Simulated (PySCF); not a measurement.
# Electronic structure of Si (silicon, neutral) at the UHF level

Configuration: [Ne] 3s2 3p2, high-spin 3P determinant. All numbers are calculated (PySCF 2.14, no relativity, point nucleus, in def2-TZVP).

| Quantity | Value |
| --- | --- |
| Total energy | -288.850793 hartree |
| One-electron energy | -400.5677 hartree |
| Hartree (Coulomb) energy | 132.0210 hartree |
| Exchange energy | -20.3041 hartree |
| Kinetic energy | 288.84811 hartree |
| ⟨S²⟩ | 2.0151 |
| ⟨L²⟩ | 2.046 |
| Sum of ⟨r⟩ | 14.46 bohr |
| Sum of ⟨r²⟩ | 32.05 bohr² |
| Traceless quadrupole moment −½Σ⟨3z² − r²⟩ along its main axis | 3.58 e·bohr² |
| Density at the nucleus (Gaussians lack the cusp) | 1700 bohr⁻³ |
| Spin density at the nucleus | -0.0227 bohr⁻³ |
| Langevin diamagnetic susceptibility | -25.4 ×10⁻⁶ cm³/mol |
| Time after the integrals | 0.13 s of wall time on 1 thread of Neoverse-V1 (shared host) |

```json
{"shell": "1s α", "electrons": "1", "mean orbital energy (eV)": "-1872.5", "spread (eV)": "0", "rms radius, mean of both spins (bohr)": "0.129"}
{"shell": "1s β", "electrons": "1", "mean orbital energy (eV)": "-1872.2", "spread (eV)": "0", "rms radius, mean of both spins (bohr)": "0.129"}
{"shell": "2s α", "electrons": "1", "mean orbital energy (eV)": "-167.62", "spread (eV)": "0", "rms radius, mean of both spins (bohr)": "0.614"}
{"shell": "2s β", "electrons": "1", "mean orbital energy (eV)": "-167.32", "spread (eV)": "0", "rms radius, mean of both spins (bohr)": "0.614"}
{"shell": "2p α", "electrons": "3", "mean orbital energy (eV)": "-116.05", "spread (eV)": "0.293", "rms radius, mean of both spins (bohr)": "0.600"}
{"shell": "2p β", "electrons": "3", "mean orbital energy (eV)": "-115.47", "spread (eV)": "0.358", "rms radius, mean of both spins (bohr)": "0.600"}
{"shell": "3s α", "electrons": "1", "mean orbital energy (eV)": "-16.854", "spread (eV)": "0", "rms radius, mean of both spins (bohr)": "2.38"}
{"shell": "3s β", "electrons": "1", "mean orbital energy (eV)": "-12.585", "spread (eV)": "0", "rms radius, mean of both spins (bohr)": "2.38"}
{"shell": "3p α", "electrons": "2", "mean orbital energy (eV)": "-8.187", "spread (eV)": "0", "rms radius, mean of both spins (bohr)": "2.98"}
```
